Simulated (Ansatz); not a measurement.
The inner images of a band of CH8BGeNO (13 atoms, charge 0, multiplicity 1) are given out of order.

Computed with Ansatz, RKS revPBE-D4/def2-SVP.

Image 0:

```xyz
13
Properties=species:S:1:pos:R:3
B -1.679 2.014 0.214
N -0.712 1.170 0.781
C 0.286 0.402 0.075
O -0.024 -0.980 0.189
Ge 1.142 -2.192 -0.498
H -2.478 2.568 0.947
H -1.675 2.178 -0.994
H -0.717 0.987 1.789
H 0.284 0.743 -0.986
H 1.299 0.610 0.503
H 1.275 -1.965 -2.032
H 0.495 -3.555 -0.167
H 2.525 -2.015 0.195
```

Image 6:

```xyz
13
Properties=species:S:1:pos:R:3
B -1.683 2.012 0.223
N -0.709 1.170 0.782
C 0.285 0.404 0.068
O -0.025 -0.978 0.179
Ge 1.143 -2.192 -0.501
H -1.688 2.179 -0.983
H -2.477 2.561 0.964
H -0.707 0.985 1.789
H 0.278 0.749 -0.992
H 1.301 0.611 0.492
H 1.285 -1.968 -2.034
H 0.493 -3.553 -0.168
H 2.524 -2.013 0.197
```

Task: Put them in order from the first end to the last, with their energies above the first end.
A.
```xyz
13
Properties=species:S:1:pos:R:3
B -1.478 1.968 0.140
N -0.196 1.556 0.573
C 0.533 0.430 0.030
O -0.082 -0.794 0.384
Ge 0.602 -2.324 -0.309
H -2.223 1.160 -0.370
H -1.822 3.126 0.254
H 0.213 1.960 1.415
H 0.577 0.554 -1.080
H 1.589 0.481 0.395
H 0.573 -2.259 -1.865
H -0.333 -3.414 0.255
H 2.069 -2.478 0.192
```
B.
```xyz
13
Properties=species:S:1:pos:R:3
B -1.576 1.896 0.144
N -0.324 1.496 0.726
C 0.574 0.596 0.040
O -0.007 -0.709 0.185
Ge 0.800 -2.220 -0.402
H -2.618 1.465 0.596
H -1.621 2.669 -0.791
H -0.424 1.148 1.686
H 0.656 0.879 -1.034
H 1.594 0.609 0.494
H 0.885 -2.182 -1.954
H -0.135 -3.350 0.094
H 2.218 -2.331 0.230
```
C.
```xyz
13
Properties=species:S:1:pos:R:3
B -1.398 2.079 0.094
N -0.177 1.543 0.536
C 0.502 0.414 -0.059
O 0.048 -0.792 0.540
Ge 0.584 -2.370 -0.179
H -1.905 1.617 -0.911
H -1.903 2.996 0.715
H 0.233 1.861 1.418
H 0.294 0.425 -1.154
H 1.605 0.533 0.082
H 0.326 -2.336 -1.714
H -0.287 -3.424 0.541
H 2.101 -2.581 0.105
```
D.
```xyz
13
Properties=species:S:1:pos:R:3
B -1.498 1.931 0.124
N -0.143 1.631 0.636
C 0.569 0.530 0.029
O -0.079 -0.726 0.276
Ge 0.672 -2.253 -0.353
H -2.408 1.113 0.155
H -1.724 3.041 -0.342
H -0.205 1.441 1.650
H 0.650 0.723 -1.068
H 1.609 0.509 0.437
H 0.729 -2.206 -1.910
H -0.265 -3.372 0.155
H 2.112 -2.396 0.227
```
E.
```xyz
13
Properties=species:S:1:pos:R:3
B -1.663 1.904 0.174
N -0.522 1.332 0.767
C 0.482 0.560 0.073
O 0.036 -0.788 0.131
Ge 0.967 -2.213 -0.476
H -2.650 2.075 0.861
H -1.646 2.207 -1.004
H -0.574 1.067 1.755
H 0.562 0.934 -0.974
H 1.483 0.669 0.562
H 1.088 -2.137 -2.025
H 0.085 -3.399 -0.020
H 2.374 -2.244 0.190
```

Result: E (+2.8 kcal/mol), B (+17.7 kcal/mol), D (+33.3 kcal/mol), A (+10.0 kcal/mol), C (+0.6 kcal/mol).

Time of the run: 3.8 min on 2 threads of Arm Neoverse V1, on a shared host, peak memory 0.17 GiB.
